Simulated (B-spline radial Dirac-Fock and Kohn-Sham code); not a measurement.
# Energy-loss ionisation edge N2 of Pr

System: the Pr atom, configuration [Xe] 4f3 6s2. Method: the first Born approximation with generalised oscillator strengths from a Dirac-Hartree-Slater potential (longitudinal and transverse terms; continuum final states only, so no white lines or fine structure). Computed with a radial B-spline solver. The edge is taken at 236.3 eV (tabulated value).

Partial cross sections σ(β, Δ) in barn, integrated over a window Δ above the edge and up to the collection semi-angle β, for parallel illumination:

| E₀ (kV) | β (mrad) | Δ = 25 eV | Δ = 50 eV | Δ = 100 eV | Δ = 200 eV | Δ = 300 eV |
| --- | --- | --- | --- | --- | --- | --- |
| 60 | 50 | 1170 | 2060 | 3330 | 5140 | 6340 |
| 80 | 20 | 556 | 986 | 1640 | 2560 | 3160 |
| 80 | 100 | 1200 | 2180 | 3610 | 5770 | 7360 |
| 100 | 5 | 219 | 395 | 669 | 1020 | 1220 |
| 100 | 20 | ? | ? | ? | ? | ? |
| 120 | 5 | 215 | 389 | 662 | 1020 | 1230 |
| 120 | 50 | 845 | 1520 | 2500 | 3940 | 4930 |
| 120 | 100 | 908 | 1650 | 2750 | 4410 | 5640 |
| 200 | 10 | 296 | 531 | 899 | 1420 | 1760 |
| 200 | 50 | 656 | 1190 | 1980 | 3160 | 4020 |
| 200 | 100 | 668 | 1220 | 2030 | 3270 | 4180 |
| 300 | 5 | 200 | 364 | 626 | 992 | 1220 |
| 300 | 20 | 439 | 780 | 1280 | 2000 | 2480 |
| 300 | 50 | 548 | 999 | 1670 | 2680 | 3430 |

Question: Give the row for 100 kV and 20 mrad.

Answer: 522 b for 25 eV, 924 b for 50 eV, 1530 b for 100 eV, 2400 b for 200 eV, 2960 b for 300 eV.
